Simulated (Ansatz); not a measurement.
Relaxation of ClFH4HfO3 (10 atoms, charge 0, multiplicity 1), to a largest force component of 0.03 eV/Å in at most 50 steps.

Theory: Ansatz, RKS PBE/def2-SVP.

```xyz
10
Properties=species:S:1:pos:R:3:forces:R:3
Hf -0.038 0.508 -0.268 0.08 0.13 0.14
Cl 0.954 -0.760 3.087 -0.07 0.88 -0.16
O 1.661 -0.231 -0.828 -0.02 -0.05 -0.07
H 2.314 -0.777 -1.284 0.00 0.05 0.04
O -0.915 1.432 -1.734 -0.03 -0.03 -0.01
H -1.590 1.491 -2.424 0.04 0.01 0.02
O -1.229 -0.903 0.332 -0.05 -0.04 0.04
H -1.317 -1.635 0.963 0.01 0.06 -0.06
F 0.312 1.804 1.177 -0.02 -0.24 0.00
H 0.822 0.542 2.796 0.05 -0.78 0.04
```

Problem. Where does it end, and by what steps?

Solution. It converged. The force dipped under the threshold on the way, but the program's further checks kept it going. After 17 steps the energy has fallen by 0.082 eV; Cl2 moved furthest, 0.60 Å.

```json
{"step": "0", "energy less start (eV)": "0.0000", "largest force component (eV/Å)": "0.883", "accepted": "yes"}
{"step": "1", "energy less start (eV)": "-0.0314", "largest force component (eV/Å)": "0.866", "accepted": "yes"}
{"step": "2", "energy less start (eV)": "-0.0561", "largest force component (eV/Å)": "0.317", "accepted": "yes"}
{"step": "3", "energy less start (eV)": "-0.0596", "largest force component (eV/Å)": "0.179", "accepted": "yes"}
{"step": "4", "energy less start (eV)": "-0.0371", "largest force component (eV/Å)": "0.888", "accepted": "no"}
{"step": "5", "energy less start (eV)": "-0.0713", "largest force component (eV/Å)": "0.079", "accepted": "yes"}
{"step": "6", "energy less start (eV)": "-0.0737", "largest force component (eV/Å)": "0.041", "accepted": "yes"}
{"step": "7", "energy less start (eV)": "-0.0735", "largest force component (eV/Å)": "0.234", "accepted": "no"}
{"step": "8", "energy less start (eV)": "-0.0764", "largest force component (eV/Å)": "0.046", "accepted": "yes"}
{"step": "9", "energy less start (eV)": "-0.0786", "largest force component (eV/Å)": "0.020", "accepted": "yes"}
{"step": "10", "energy less start (eV)": "-0.0795", "largest force component (eV/Å)": "0.279", "accepted": "yes"}
{"step": "11", "energy less start (eV)": "-0.0807", "largest force component (eV/Å)": "0.046", "accepted": "yes"}
{"step": "12", "energy less start (eV)": "-0.0816", "largest force component (eV/Å)": "0.007", "accepted": "yes"}
{"step": "13", "energy less start (eV)": "-0.0814", "largest force component (eV/Å)": "0.168", "accepted": "no"}
{"step": "14", "energy less start (eV)": "-0.0819", "largest force component (eV/Å)": "0.019", "accepted": "yes"}
{"step": "15", "energy less start (eV)": "-0.0820", "largest force component (eV/Å)": "0.083", "accepted": "yes"}
{"step": "16", "energy less start (eV)": "-0.0821", "largest force component (eV/Å)": "0.035", "accepted": "yes"}
{"step": "17", "energy less start (eV)": "-0.0821", "largest force component (eV/Å)": "0.012", "accepted": "yes"}
```

```xyz
10
Properties=species:S:1:pos:R:3
Hf -0.121 0.390 -0.226
Cl 1.417 -0.399 3.182
O 1.576 -0.290 -0.839
H 2.390 -0.755 -1.066
O -0.952 1.421 -1.633
H -1.416 1.693 -2.434
O -1.312 -1.026 0.319
H -1.708 -1.845 0.643
F 0.177 1.616 1.293
H 0.925 0.666 2.579
```

Whether the end is a true minimum wasn't checked by a vibrational analysis.

Time of the run: 32 s on 4 threads of Arm Neoverse V1 (shared host), peak memory 0.19 GiB.
